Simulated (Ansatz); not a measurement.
C2H5NO, SMILES `C/N=C\O` (N–C–O–H torsion 0°) (charge 0, multiplicity 1).

Z-matrix (Å, degrees):
```
N
C 1 1.2580
O 2 1.3602 1 128.80
H 3 0.9664 2 110.08 1 0.00
H 2 1.0853 1 121.06 3 -180.00
C 1 1.4543 2 118.95 5 -180.00
H 6 1.0882 1 109.12 2 -180.00
H 6 1.0978 7 107.40 1 -121.96
H 6 1.0978 7 107.40 8 -116.08
```
Charge 0, spin multiplicity 1.

Frozen-core energies in 6-31g from Ansatz (an electronic-structure program) at a geometry from B3LYP-D3(BJ)/def2-TZVP; the HF reference has <S^2> = 0.00 and the T1 diagnostic is 0.013.

```csv
level,energy (Ha)
HF,-207.82535
MP2,-208.23943
CCSD,-208.26658
```

Estimate the energies of CCSD(T), CCSDT and CCSDT(Q), and give each level's difference from CCSDT(Q).


| level | energy (Ha) | difference from CCSDT(Q) (mHa) |
|---|---|---|
| MP2 | -208.23943 | 41.09 |
| CCSD | -208.26658 | 13.93 |
| CCSD(T) | -208.27853 | 1.98 |
| CCSDT | -208.27902 | 1.49 |
| CCSDT(Q) | -208.28051 | 0.00 |
